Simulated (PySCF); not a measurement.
As⁺ (arsenic, charge +1): UHF calculation

Configuration: [Ar] 3d10 4s2 4p2, high-spin 3P determinant. Calculation: PySCF 2.14, in jorge-DZP-DKH; scalar relativity by spin-free X2C-1e.

| Quantity | Value |
| --- | --- |
| Total energy | -2258.547142 hartree |
| One-electron energy | -3134.3534 hartree |
| Hartree (Coulomb) energy | 958.2894 hartree |
| Exchange energy | -82.4831 hartree |
| ⟨S²⟩ | 2.0008 |
| ⟨L²⟩ | 2.002 |
| Sum of ⟨r⟩ | 21.67 bohr |
| Sum of ⟨r²⟩ | 30.65 bohr² |
| Traceless quadrupole moment −½Σ⟨3z² − r²⟩ along its main axis | 2.56 e·bohr² |
| Langevin diamagnetic susceptibility | -24.3 ×10⁻⁶ cm³/mol |
| Time after the integrals | 0.23 s of wall time on 1 thread of Neoverse-N1 (shared host) |

| shell | electrons | mean orbital energy (eV) | spread (eV) | rms radius, mean of both spins (bohr) |
| --- | --- | --- | --- | --- |
| 1s α | 1 | -11954.3 | 0 | 0.0524 |
| 1s β | 1 | -11954.1 | 0 | 0.0524 |
| 2s α | 1 | -1581.8 | 0 | 0.219 |
| 2s β | 1 | -1581.7 | 0 | 0.219 |
| 2p α | 3 | -1383.9 | 0.074 | 0.196 |
| 2p β | 3 | -1383.7 | 0.166 | 0.196 |
| 3s α | 1 | -235.27 | 0 | 0.640 |
| 3s β | 1 | -234.93 | 0 | 0.640 |
| 3p α | 3 | -171.64 | 0.058 | 0.667 |
| 3p β | 3 | -171.17 | 0.554 | 0.667 |
| 3d α | 5 | -66.210 | 0.318 | 0.745 |
| 3d β | 5 | -65.965 | 0.553 | 0.745 |
| 4s α | 1 | -30.355 | 0 | 2.06 |
| 4s β | 1 | -25.359 | 0 | 2.06 |
| 4p α | 2 | -18.308 | 0 | 2.53 |

Densities and radii are taken from the X2C orbitals without a picture-change correction, which distorts them close to the nucleus.
